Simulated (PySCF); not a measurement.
## How methods differ on the excitation energy of C

C [He] 2s2 2p2 (3P) → C [He] 2s1 2p3 (5S), as a difference of total energies. Computed with PySCF 2.14 in x2c-TZVPPall with one added diffuse shell each of s, p, d type (6s4p3d1f, 40 functions), with the spin-free X2C one-electron Hamiltonian (Gaussian nucleus). Correlated levels: valence and next inner shell: nothing frozen. The calculations carry no spin-orbit coupling.

```json
{"method": "UHF", "excitation energy (eV)": "2.584", "error (eV)": "-1.595"}
{"method": "MP2 (valence and next inner shell)", "excitation energy (eV)": "3.662", "error (eV)": "-0.517"}
{"method": "SCS-MP2 (valence and next inner shell)", "excitation energy (eV)": "4.212", "error (eV)": "+0.033"}
{"method": "CCSD (valence and next inner shell)", "excitation energy (eV)": "4.019", "error (eV)": "-0.160"}
{"method": "CCSD(T) (valence and next inner shell)", "excitation energy (eV)": "4.070", "error (eV)": "-0.109"}
```

Reference: 4.179 eV (measured; NIST levels, between the centres of gravity of the two terms).

Errors of the correlated levels include the incompleteness of this basis.
